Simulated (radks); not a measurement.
Sr XIV, 25 electrons, occupied as [Ar] 3d7. Method: scalar-relativistic Kohn-Sham, BLYP, spin-polarised, spherical densities, finite nucleus; open shells are filled with parallel spins first (spin-orbit coupling, left out, can overturn this in heavy ions); Fermi nuclear charge, rms radius 4.224 fm; computed with a radial shooting solver on a logarithmic mesh with Libxc functionals.

X-ray form factor f0, the Fourier transform of the density (f0(0) = 25):

sin(theta)/lambda (1/angstrom),f0 (electrons)
0.05,24.926
0.1,24.708
0.15,24.349
0.2,23.861
0.25,23.255
0.3,22.546
0.4,20.886
0.5,19.024
0.6,17.097
0.8,13.487
1,10.620
1.25,8.221
1.5,6.816
2,5.355
